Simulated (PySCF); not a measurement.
Where the electron goes

(BeTe)2 ring, Be₂Te₂.
Cartesian coordinates in Å at the PBE0-D3(BJ)/def2-SVP level; atoms count from 1:
```xyz
4
Be2Te2 angstrom
Be    -0.0326   -0.9870    0.3959
Te    -1.4584    0.5586    1.2717
Be     0.0326    0.9869   -0.3959
Te     1.4583   -0.5586   -1.2717
```

Computed with TDDFT PBE0/def2-SVPD, vertical, gas phase, core orbitals frozen in the response, def2 core potentials past Kr in PySCF. Spin–orbit coupling is left out.

Frontier orbitals with the atoms that hold most of them (Löwdin shares over 4%, at most four atoms; ? is withheld):

```tsv
orbital	ε (eV)	atoms
LUMO+2	-1.01	Te4 30%, Te2 30%, Be1 20%, Be3 20%
LUMO+1	-1.53	Te2 30%, Te4 30%, Be3 20%, Be1 20%
LUMO	?	?
HOMO	-6.14	Te2 50%, Te4 50%
HOMO-1	-7.47	?
HOMO-2	-7.73	Te2 35%, Te4 35%, Be1 15%, Be3 15%
HOMO-3	-7.75	Te2 39%, Te4 39%, Be3 11%, Be1 11%
```

Q: Give the leading atoms of the LUMO.

A: Be1 (bonded to 2 Te) 38%; Be3 (bonded to 2 Te) 38%; Te4 (bonded to 2 Be) 12%; Te2 (bonded to 2 Be) 12%. By element: beryllium 77%, tellurium 23%.

Q: Give the leading atoms of the HOMO-1.

A: Te4 (bonded to 2 Be) 34%; Te2 (bonded to 2 Be) 34%; Be3 (bonded to 2 Te) 16%; Be1 (bonded to 2 Te) 16%. By element: tellurium 67%, beryllium 33%.

Q: What is the LUMO energy, and the HOMO–LUMO gap?

A: ε(LUMO) = -3.00 eV; the gap is 3.14 eV (0.1152 hartree).

Q: The HOMO–LUMO gap is 3.14 eV. Where does the response calculation put the lowest singlet, and from which orbitals?

A: S1 is at 1.92 eV (f = 0.0000), 1.21 eV below the gap, made of HOMO→LUMO (100%). 

Q: Give energy, strength and leading configuration of S1, S2 and S3, and follow the Löwdin shares of the leading atoms from the occupied to the empty orbital.

A: 
- S1 (1.92 eV, f 0.0000), HOMO→LUMO (100%): Te2 50% → 12%, Te4 50% → 12%, Be1 at most 1% → 38%, Be3 at most 1% → 38%
- S2 (3.16 eV, f 0.018), HOMO-1→LUMO (100%): Te4 34% → 12%, Te2 34% → 12%, Be1 16% → 38%, Be3 16% → 38%
- S3 (3.42 eV, f 0.0000), HOMO→LUMO+1 (100%): Te2 50% → 30%, Te4 50% → 30%

Time: 13 s. Hardware: an Arm Neoverse V1 with one thread, shared host.
